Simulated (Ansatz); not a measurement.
Ansatz (an electronic-structure program) input file for silanone cation (H2OSi), SMILES O=[SiH2] (connectivity only; charge and spin as stated), charge +1, multiplicity 2, PBE-D3(BJ)/def2-TZVP. 

Ansatz 0.2 input:
```yaml
crystal:
  periodic: [false, false, false]
  atoms:
    - {symbol: Si, position_ang: [0.00000000, 0.00000000, 0.48209636]}
    - {symbol: O, position_ang: [0.00000000, 0.00000000, -1.12077558]}
    - {symbol: H, position_ang: [0.00000000, -1.33664855, 1.10842779]}
    - {symbol: H, position_ang: [0.00000000, 1.33664855, 1.10842779]}
basis:
  gaussian:
    orbitals: def2-TZVP
hamiltonian:
  xc: pbe
  dispersion: d3bj
total_charge: 1
magnetization: {spin_polarized: true, initial_magnetization: 1}
relax: {f_tol: 0.002, max_steps: 200}
```

Output:

```
WARN ansatz: RAYON_NUM_THREADS=1 ignored (pool sized by the plan → 1); use --threads N
Functional definition: PBE
integrals: 0.01 GiB planned
491 factors; their error is unknown
mean field: 0.18 GiB planned
mean field evaluation 1: about -9908.8750 eV, gradient 8.9e1 eV
mean field evaluation 2: about -9635.8861 eV, gradient 1.6e2 eV
mean field evaluation 4: about -9934.9679 eV, gradient 3.4e1 eV
mean field evaluation 8: about -9941.1676 eV, gradient 1.0e-1 eV
mean field evaluation 16: about -9941.1590 eV, gradient 3.3e-4 eV
mean field evaluation 32: about -9940.2373 eV, gradient 1.1e0 eV
mean field -9941.15904495 eV, -365.3308565421 hartree, gradient 2.2e-5 eV, S^2 0.755326; 4 other end points of the search recorded, 0 dependent functions left out
the calculation of the forces begins
reference -9941.15907620 eV, -365.3308576906 hartree; 12, 11 occupied and 68, 69 virtual orbitals, 491 factors
relax step   1: F+E_penalty+E_count = -9941.20520509 eV  Δ(F+E_penalty+E_count) = +0.000e0 eV  max|allowed force component| = 2.755e-1 eV/Å  Δτ_max = 0.0000 Å  (89 SCF iters, accepted)
these checks for a lower state are left out or cut short: starts, cluster_reference, orbital_swaps, neighbouring_geometries, increment
integrals: 0.01 GiB planned
491 factors; their error is unknown
mean field: 0.18 GiB planned
mean field -9941.16450313 eV, -365.3310571266 hartree, gradient 1.1e-5 eV, S^2 0.755402; 0 other end points of the search recorded, 0 dependent functions left out
the calculation of the forces begins
reference -9941.16453442 eV, -365.3310582767 hartree; 12, 11 occupied and 68, 69 virtual orbitals, 491 factors
relax step   2: F+E_penalty+E_count = -9941.21061788 eV  Δ(F+E_penalty+E_count) = -5.413e-3 eV  max|allowed force component| = 8.354e-2 eV/Å  Δτ_max = 0.0106 Å  (33 SCF iters, accepted)
these checks for a lower state are left out or cut short: starts, cluster_reference, orbital_swaps, neighbouring_geometries, increment
integrals: 0.01 GiB planned
491 factors; their error is unknown
mean field: 0.18 GiB planned
mean field -9941.16520103 eV, -365.3310827740 hartree, gradient 2.2e-5 eV, S^2 0.755442; 0 other end points of the search recorded, 0 dependent functions left out
the calculation of the forces begins
reference -9941.16523234 eV, -365.3310839248 hartree; 12, 11 occupied and 68, 69 virtual orbitals, 491 factors
relax step   3: F+E_penalty+E_count = -9941.21129243 eV  Δ(F+E_penalty+E_count) = -6.745e-4 eV  max|allowed force component| = 6.163e-3 eV/Å  Δτ_max = 0.0049 Å  (27 SCF iters, accepted)
these checks for a lower state are left out or cut short: starts, cluster_reference, orbital_swaps, neighbouring_geometries, increment
integrals: 0.01 GiB planned
491 factors; their error is unknown
mean field: 0.18 GiB planned
mean field -9941.16520332 eV, -365.3310828583 hartree, gradient 4.4e-5 eV, S^2 0.755441; 0 other end points of the search recorded, 0 dependent functions left out
the calculation of the forces begins
reference -9941.16523464 eV, -365.3310840090 hartree; 12, 11 occupied and 68, 69 virtual orbitals, 491 factors
relax step   4: F+E_penalty+E_count = -9941.21129385 eV  Δ(F+E_penalty+E_count) = -1.420e-6 eV  max|allowed force component| = 1.604e-2 eV/Å  Δτ_max = 0.0012 Å  (25 SCF iters, accepted)
these checks for a lower state are left out or cut short: starts, cluster_reference, orbital_swaps, neighbouring_geometries, increment
integrals: 0.01 GiB planned
491 factors; their error is unknown
mean field: 0.18 GiB planned
mean field evaluation 64: about -9941.1652 eV, gradient 2.6e-5 eV
mean field -9941.16520744 eV, -365.3310830096 hartree, gradient 2.6e-5 eV, S^2 0.755443; 0 other end points of the search recorded, 0 dependent functions left out
the calculation of the forces begins
reference -9941.16523875 eV, -365.3310841604 hartree; 12, 11 occupied and 68, 69 virtual orbitals, 491 factors
relax step   5: F+E_penalty+E_count = -9941.21129739 eV  Δ(F+E_penalty+E_count) = -3.544e-6 eV  max|allowed force component| = 8.165e-4 eV/Å  Δτ_max = 0.0004 Å  (23 SCF iters, accepted)
integrals: 0.01 GiB planned
491 factors; their error is unknown
mean field: 0.18 GiB planned
mean field evaluation 96: about -9940.2495 eV, gradient 1.1e0 eV
mean field -9941.16520744 eV, -365.3310830096 hartree, gradient 2.6e-5 eV, S^2 0.755443; 5 other end points of the search recorded, 0 dependent functions left out
the calculation of the forces begins
reference -9941.16523875 eV, -365.3310841604 hartree; 12, 11 occupied and 68, 69 virtual orbitals, 491 factors
Total energy: -9941.21132871 eV, -365.3327779349 hartree
Atom 0 at     0.000000    -0.000000     0.474327 Å, force     0.000000     0.000000     0.000782 eV/Å
Atom 1 at    -0.000000     0.000000    -1.131673 Å, force    -0.000000    -0.000000    -0.000817 eV/Å
Atom 2 at    -0.000000    -1.348703     1.117761 Å, force    -0.000000     0.000103     0.000017 eV/Å
Atom 3 at    -0.000000     1.348703     1.117761 Å, force    -0.000000    -0.000103     0.000017 eV/Å
Dipole moment:     0.000000     0.000000     0.771564 e Å
```

Self-consistency was reached.
